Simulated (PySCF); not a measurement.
Computed properties of HOSn, SMILES [Sn]=[OH+]

HOSn, SMILES [OH+]=[Sn] (connectivity only; charge and spin as stated), charge +1, multiplicity 1. Geometry: r2SCAN-D4/def2-TZVP. The isomer is the one that the SMILES or the coordinates give; other isomers of the formula were not compared. The def2 effective core potentials stand for the cores of Sn; spin–orbit coupling is left out. Other conformers were not sampled. All values are computed for the isolated molecule unless a solvent is named; none is compared with measurement here.

**Structure.** The optimised structure has C∞v symmetry. All 4 harmonic modes at r2SCAN-D4/def2-TZVP (PySCF) are real, so it is a minimum.

**Vibrations.** The strongest infrared lines (harmonic, unscaled, degenerate partners summed) lie at 115 cm⁻¹ (450 km/mol, H 87 %, O 13 %), 3823 cm⁻¹ (425 km/mol, H 94 %), 759 cm⁻¹ (85 km/mol, O 82 %, Sn 13 %). The softest mode is at 115 cm⁻¹ and the zero-point energy is 6.9 kcal/mol.

**Electronic structure.** B3LYP/def2-TZVPD (PySCF) places the frontier levels at -15.16 and -8.71 eV, a gap of 6.45 eV and a mean polarisability of 30.8 bohr³. PBE/def2-TZVPD (PySCF) at the same geometry gives -13.92 and -9.17 eV, so its gap is 1.70 eV narrower. An orbital gap is neither the optical nor the fundamental gap.

**Excitations.** TDA-M06-2X/def2-TZVPD (PySCF) has S1 at 5.75 eV (216 nm, f = 0.000, dark); the most intense of the 10 singlets computed lies at 9.68 eV (f = 1.29). Strengths of degenerate partners are summed. T1 (TDA) is at 4.71 eV, 1.04 eV under S1. TDA-PBE/def2-TZVPD (PySCF) puts S1 at 4.75 eV. No vertical singlet excitation falls in the visible range (under 3.1 eV).
